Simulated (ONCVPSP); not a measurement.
Before and after: ONCV potential for Os

```
Element                 : Os (Z = 76)
Generator               : ONCVPSP 4.0.1
Type                    : optimised norm-conserving Vanderbilt (ONCV)
Functional              : PBE
Relativity              : scalar-relativistic
Frozen core             : [Kr] 4d10 4f14
Valence charge          : 16
Reference configuration : 5s2 5p6 5d6 6s2
Partial waves           : 5s+6s: rc 1.65 bohr, ncon 4, nbas 9, qcut 6.2 1/bohr, 2 projectors; 5p: rc 1.25 bohr, ncon 4, nbas 7, qcut 5.7 1/bohr, 3 projectors, debl 1.3 Ha; 5d: rc 1.60 bohr, ncon 3, nbas 6, qcut 5.4 1/bohr, 2 projectors, debl 1.4 Ha; f scattering state at 0.29 Ha: rc 1.75 bohr, ncon 4, nbas 9, qcut 6.4 1/bohr, 3 projectors, debl 0.7 Ha
Local potential         : polynomial inside 0.90 bohr (lpopt 5, dvloc0 0 Ha)
Core correction         : Teter function, fcfact 5.25, rcfact 1.4
```

In the p channel the program set the typed energies aside and used -1.868, 0.250, 1.550 Ha.

Change: s: qcut 4; p: qcut 3.7; d: qcut 3.5; f: qcut 4.1.

Cutoffs: the cutoffs (Ha) at which the residual kinetic energy of the hardest occupied pseudo-wave falls to 1 and 0.1 mHa per electron; they do not see the model core or the augmentation charge, which bear on the density cutoff. Errors are all-electron minus pseudo energies relative to the spin-unpolarised reference configuration.

Problem. Predict the effect on cutoff, ghosts and configuration errors.

Solution. The potential gets neither clearly harder nor softer (86 Ha and 101 Ha → 85 Ha and 100 Ha); both files keep a bound ghost (f, p, s); of the 4 tests that both files solve, the error grows in 3 and shrinks in 0 by more than 15 % and 0.3 meV (median size 18.1 → 20.6 meV).

```tsv
quantity	base	changed
cutoff, loose	86 Ha	85 Ha
cutoff, tight	101 Ha	100 Ha
loose cutoff by channel	s 16 Ha, p 86 Ha, d 17 Ha	s 22 Ha, p 85 Ha, d 50 Ha
bound ghosts	s, p, f	s, p, f
GHOST(+) flags under 300 eV	none	d at 105.0 eV
error for 5s2 5p6 5d6 6s1, meV [ΔE 9.58 eV]	-4.9	-5.7
error for 5s2 5p6 5d6 6s0, meV [ΔE 26.49 eV]	-17	-21
error for 5s2 5p6 5d5 6s0, meV [ΔE 55.34 eV]	-20	-31
error for 5s2 5p6 5d7 6s0, meV [ΔE 9.04 eV]	-21	-20
s: phases at 1.68 bohr within 0.05 rad from the reference energy up to (Ha; the scan ends near 5)	to the end of the scan	to the end of the scan
p: phases at 1.27 bohr within 0.05 rad from the reference energy up to (Ha; the scan ends near 5)	to the end of the scan	to the end of the scan
d: phases at 1.63 bohr within 0.05 rad from the reference energy up to (Ha; the scan ends near 5)	to the end of the scan	to the end of the scan
f: phases at 1.78 bohr within 0.05 rad from the reference energy up to (Ha; the scan ends near 5)	to the end of the scan	to the end of the scan
rms error of d²Exc/dni dnj with the model core, mHa	1.57	1.77
```

 A true bound ghost makes a file unfit for plane-wave use even where its test errors are small: the radial tests pick states by their node count and pass the ghost by.
